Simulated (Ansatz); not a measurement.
Born–Oppenheimer molecular dynamics of BClH$_{4}$O$_{2}$ (8 atoms, charge 0, multiplicity 1). It starts at the highest image of a converged band, a first-order saddle point between two minima.

Computed with Ansatz 0.2.0, RKS B3LYP-D4/cc-pVDZ.

```
ensemble                      : NVE (velocity Verlet)
time step                     : 0.5 fs
steps asked                   : 200
starting velocities drawn for : 300 K
seed                          : 10822
```

First frame:

```xyz
8
Properties=species:S:1:pos:R:3
B -0.186 0.246 -0.020
Cl 0.062 -0.162 2.287
H 0.865 -0.175 -0.397
O -1.423 -0.110 -0.451
H -1.452 -0.986 -0.856
O -0.182 1.695 0.440
H -1.097 2.033 0.397
H -0.032 1.328 1.487
```

Question: How far do the bonds stretch over the last three quarters of this one trajectory? (Pairs bonded in most of those frames.)

Answer: 
| bond | mean (Å) | spread (Å) | shortest | longest |
| --- | --- | --- | --- | --- |
| B1–Cl2 | 1.831 | 0.060 | 1.73 | 2.00 |
| B1–H3 | 1.203 | 0.014 | 1.18 | 1.22 |
| B1–O4 | 1.394 | 0.046 | 1.31 | 1.46 |
| O4–H5 | 0.969 | 0.013 | 0.95 | 0.99 |
| O6–H7 | 0.974 | 0.011 | 0.95 | 0.99 |
| O6–H8 | 0.976 | 0.023 | 0.94 | 1.02 |

Mean temperature of the second half: 456 K. The conserved energy stayed within 0.092 meV per atom of its start (net change 0.0089 meV per atom), so the integration is sound. The kinetic energy rose, since the run started high on the potential surface and went downhill. It ends in pieces (BClH2O + H2O), so much of that is their flight and rotation, not heat. A run of 0.1 ps of so small a system gives no equilibrium averages. The orbitals stay closed-shell, which can raise the energy where a bond breaks towards radicals; this wasn't checked here.

Run time: 9.9 min on 1 thread of Arm Neoverse V1, with other jobs on the host, peak memory 0.15 GiB.
